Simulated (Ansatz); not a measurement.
Ansatz (a first-principles code) input:

Ansatz 0.2 input:
```yaml
crystal:
  periodic: [false, false, false]
  atoms:
    - {symbol: B, position_ang: [-0.60040110, -0.05215803, -0.04717401]}
    - {symbol: N, position_ang: [0.85933358, -0.03062131, -0.03991845]}
    - {symbol: H, position_ang: [-1.04328186, -0.72603474, -0.91410347]}
    - {symbol: H, position_ang: [-1.01408450, 1.09003916, -0.03056587]}
    - {symbol: H, position_ang: [-0.99832165, -0.32863967, 1.06675843]}
    - {symbol: H, position_ang: [1.39279804, 0.49178284, 0.63373065]}
    - {symbol: H, position_ang: [1.43105954, -0.52987091, -0.69808932]}
basis:
  gaussian:
    orbitals: def2-TZVP
hamiltonian:
  xc: b3lyp
  dispersion: d3bj
magnetization: {spin_polarized: true, initial_magnetization: 1}
relax: {f_tol: 0.002, max_steps: 150}
```

### Question
Which total energy does the run end on?

### Answer
-82.60650 Eh (B3LYP-D3(BJ)/def2-TZVP). The basis has 92 functions.

It need not be the lowest isomer of its formula.
